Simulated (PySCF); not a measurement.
# Vertical excitation energies

Ta(NH)(OSiH3)3 (singlet state).
SMILES: `[NH]=[Ta]([O][SiH3])([O][SiH3])[O][SiH3]`

The calculation used TDDFT PBE0/def2-SVPD, vertical, gas phase, core orbitals frozen in the response, def2 core potentials past Kr (PySCF 2.14.0, density-fitted response routines). Geometry: PBE0-D3(BJ)/def2-SVP; no solvent, vibrations or thermal averaging. Spin–orbit coupling is left out.

Q: What does the calculation give for the low-lying excited states?

A: 

```json
{"state": "S1", "E (eV)": "5.55", "λ (nm)": "223.5", "f": "0.0002", "main configurations (H = HOMO, L = LUMO)": "H-1/H→L+1 (≥56%), H-1/H→L+2 (≥26%)"}
{"state": "S2", "E (eV)": "5.72", "λ (nm)": "216.7", "f": "0.0038", "main configurations (H = HOMO, L = LUMO)": "H-1/H→L+1 (≥61%), H-1/H→L+2 (≥25%)"}
{"state": "S3", "E (eV)": "5.73", "λ (nm)": "216.3", "f": "0.0051", "main configurations (H = HOMO, L = LUMO)": "H-1/H→L+2 (≥54%), H-1/H→L+1 (≥31%)"}
{"state": "S4", "E (eV)": "5.92", "λ (nm)": "209.5", "f": "0.019", "main configurations (H = HOMO, L = LUMO)": "H-1/H→L+2 (≥58%), H-1/H→L+1 (≥18%)"}
{"state": "S5", "E (eV)": "6.06", "λ (nm)": "204.7", "f": "0.017", "main configurations (H = HOMO, L = LUMO)": "H-1/H→L (≥91%)"}
{"state": "S6", "E (eV)": "6.07", "λ (nm)": "204.3", "f": "0.018", "main configurations (H = HOMO, L = LUMO)": "H-1/H→L (≥90%)"}
{"state": "S7", "E (eV)": "6.58", "λ (nm)": "188.4", "f": "0.0000", "main configurations (H = HOMO, L = LUMO)": "H-1/H→L+3 (≥37%), H-1/H→L+4 (≥15%)"}
{"state": "S8", "E (eV)": "6.70", "λ (nm)": "185.2", "f": "0.0065", "main configurations (H = HOMO, L = LUMO)": "H-1/H→L+4 (≥25%), H-1/H→L+3 (≥22%), H-1/H→L+5 (≥18%)"}
{"state": "S9", "E (eV)": "6.71", "λ (nm)": "184.9", "f": "0.0059", "main configurations (H = HOMO, L = LUMO)": "H-1/H→L+4 (≥28%), H-1/H→L+3 (≥22%), H-1/H→L+5 (≥13%)"}
```

Triplets (Tamm–Dancoff): T1 5.03 eV, H-1/H→L+2 (≥37%), H-1/H→L+1 (≥25%); T2 5.27 eV, H-1/H→L+1 (≥42%), H-1/H→L+2 (≥40%); T3 5.28 eV, H-1/H→L+1 (≥43%), H-1/H→L+2 (≥39%).

The lowest singlet comes at 223 nm (535 kJ/mol) in the ultraviolet; it is dark (f under 0.0005); its leading configuration is HOMO-1/HOMO→LUMO+1 (≥56%). The largest oscillator strength of a single state is 0.019. S2/S3 lie within about 0.01 eV of each other. For S1 the Löwdin share of tantalum is 20% in HOMO-1 and 57% in LUMO+1. Weighted by f, the mean energy of these states is 6.09 eV. The listed states span 1.16 eV, and the widest gap between neighbours is 0.51 eV (S6 to S7). No computed singlet lies in the visible range (380 to 750 nm); the lowest, at 223 nm, stands 2.29 eV above its violet end (3.26 eV). Orbitals of the list HOMO-3 to LUMO+2 that lie within 0.01 eV of each other are written together with a slash and their weights summed (≥ marks a lower bound); for degenerate orbitals outside that list single weights are arbitrary. Only the lowest 10 singlets were computed, as vertical energies without vibronic structure. The highest level found (6.79 eV, f 0.0052 so far) is left out, since the window may have cut off a degenerate partner.
